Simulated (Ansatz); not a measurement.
A structure relaxed at PBE-D4/def2-SVPD in Ansatz, charge -1, doublet:

Cartesian coordinates in Å:
```
Zr 0.725 -0.084 -0.718
Zr -1.885 -0.890 0.738
S 2.142 1.781 -0.054
S -1.579 0.233 -1.466
S 0.342 -2.010 0.737
S -2.579 0.294 2.548
S 2.833 0.675 -1.784
```

(1) Give its formula and point group.

(2) Summarise the bond lengths by kind (pairs closer than 1.2 times the sum of covalent radii, bridged metal pairs left out).

## Answers

(1) the cluster Zr2S5⁻. Point group Cs (tolerance 0.1 Å).

(2) 7 × S–Zr 2.27 to 2.49 Å; 1 × S–S 2.17 Å.

In the def2 sets Zr takes a core potential; there is no spin–orbit coupling. Another isomer (doublet) lies 0.94 eV lower at PBE0-D4/def2-TZVPD; other spin states weren't run for this one.
